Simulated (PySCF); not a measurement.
Species: H8NPSi2.
Z-matrix (Å and degrees, GFN2-xTB geometry), rows numbered from 1:
```
N 
Si  1  1.7223
Si  2  2.3154  1  106.15
P   3  2.2479  2  110.32  1   -13.47
H   1  1.0072  2  120.21  3  -178.25
H   1  1.0084  2  119.30  3    40.79
H   2  1.4749  1  114.49  3  -123.15
H   2  1.4656  1  103.94  3   121.52
H   3  1.4714  2  113.87  1   110.66
H   3  1.4702  2  114.16  1  -129.09
H   4  1.3804  3   96.15  2   155.26
H   4  1.3815  3   95.10  2    62.38
```

A calculation gives these core lines: N 1s: 404.64 eV; Si 1s: 1845.97 (area 1), 1846.40 (area 1) eV; Si 2p3/2: 106.30 (area 1), 106.60 (area 1) eV; P 1s: 2149.59 eV; P 2p3/2: 136.11 eV.

Method used: delta-SCF UKS SCAN, pcX-2 on the ionised atom, pcseg-1 elsewhere, spin-free X2C in PySCF 2.14.0. Geometry: GFN2-xTB, one conformer, isolated molecule.

Which silicon gives which Si 1s line?

1845.97 eV: Si3 (SiH2 silicon); 1846.40 eV: Si2 (SiH2 silicon). Lowest listed Si 1s: Si3, bonded to 2 H, P and Si. Highest, 0.43 eV above it: Si2, bonded to N, 2 H and Si.

Assign the Si 2p3/2 lines to atoms.

106.30 eV: Si3 (SiH2 silicon); 106.60 eV: Si2 (SiH2 silicon). Lowest listed Si 2p3/2: Si3, bonded to 2 H, P and Si. Highest, 0.30 eV above it: Si2, bonded to N, 2 H and Si. Summing the Pauling electronegativity differences to the bonded atoms, each weighted by its formal bond order, gives +0.89 for the lowest site and +1.74 for the highest.

Bonded neighbours of each site: N1: 2 H and Si; Si2: N, 2 H and Si; Si3: 2 H, P and Si; P4: 2 H and Si.

Which effective nuclear charge Zeff reproduces each element's mean 1s value in the hydrogen-like formula E = 13.606 eV × Zeff²?

N (Z = 7): mean 404.6 eV, Zeff = 5.45, Z − Zeff = 1.55; Si (Z = 14): mean 1846.2 eV, Zeff = 11.65, Z − Zeff = 2.35; P (Z = 15): mean 2149.6 eV, Zeff = 12.57, Z − Zeff = 2.43. Means run over the listed sites, weighted by atom count.

For 2p shells one spin-free hole was relaxed; a mean-field spin–orbit operator and the ground-state splitting of the three 2p orbitals were then diagonalised within the shell. The shell's mean is (2 × 2p3/2 + 2p1/2)/3, and the degeneracies 2j + 1 give areas of 2:1. 2p1/2 minus 2p3/2 (ligand field included): Si 0.62 eV, P 0.89 eV.

Hardware: one thread, Arm Neoverse V1 (aarch64), on a shared host. Cost: 44 s, 0.46 GiB resident at most.
